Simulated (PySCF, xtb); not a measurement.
methyltin triiodide (CH₃I₃Sn), SMILES [I][Sn]([CH3])([I])[I].

GFN2-xTB (xtb) at its own geometry gives an orbital gap of 1.83 eV and a dipole moment of 5.44 D.

Geometry optimised at B3LYP-D3(BJ)/def2-SVP. The def2 effective core potentials stand for the cores of I, Sn; spin–orbit coupling is left out.

Question: What does HF/def2-TZVP in PySCF give? (An estimate is asked for; the answer gives what the named calculation found.)

Answer: gap 10.32 eV (levels -10.13 and 0.18 eV), dipole 2.54 D.
